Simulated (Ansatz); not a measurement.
A search over several starts for the lowest SCF solution of the cluster Ca2Se2 at the given spin, in a small basis.

```yaml
crystal:
  periodic: [false, false, false]
  atoms:
    - {symbol: Ca, position_ang: [1.771730, -0.183197, -0.560775]}
    - {symbol: Ca, position_ang: [-1.415471, -0.813892, 0.906149]}
    - {symbol: Se, position_ang: [0.358521, 1.198389, 1.294176]}
    - {symbol: Se, position_ang: [-0.714770, -0.201301, -1.639561]}
basis:
  gaussian: {orbitals: def2-SVP, initial_orbitals: start.molden}
magnetization: {spin_polarized: true, initial_magnetization: 2}
hamiltonian: {xc: pbe, dispersion: d4}
output: {orbitals: {seedname: orbitals}}
```

The file start.molden holds the orbitals of an earlier run on this structure, at another level or in another basis.

```sh
$ ansatz run in.yaml --threads 4 --pin off --events-out ev --progress --plain --max-ram 4787MiB
```

It prints (some lines left out):

```
Functional definition: PBE
1260 factors; their error is unknown
mean field evaluation 1: about -167526.9686 eV, gradient 5.2e0 eV
mean field evaluation 2: about -167527.0878 eV, gradient 1.6e-1 eV
mean field evaluation 4: about -167526.8905 eV, gradient 1.5e-3 eV
mean field evaluation 8: about -167524.0183 eV, gradient 2.0e1 eV
mean field evaluation 16: about -167527.0885 eV, gradient 1.2e-1 eV
mean field evaluation 32: about -167525.0594 eV, gradient 3.8e0 eV
mean field evaluation 64: about -167526.8905 eV, gradient 6.5e-6 eV
mean field evaluation 96: about -167526.8905 eV, gradient 2.1e-5 eV
mean field -167526.89045560 eV, -6156.4996704383 hartree, gradient 2.1e-5 eV, S^2 2.002841; 5 other end points of the search recorded, 0 dependent functions left out
reference -167526.89051835 eV, -6156.4996727444 hartree; 55, 53 occupied and 57, 59 virtual orbitals, 1260 factors
Total energy: -167527.07033929 eV, -6156.5062810423 hartree
```

It took 12 s on 4 threads of Arm Neoverse V1 on a shared host.

At PBE0-D4/def2-TZVP a singlet of charge 0 lies 2.00 eV below the triplet, each at its own geometry. The structure comes from a short search, and lower isomers may exist.
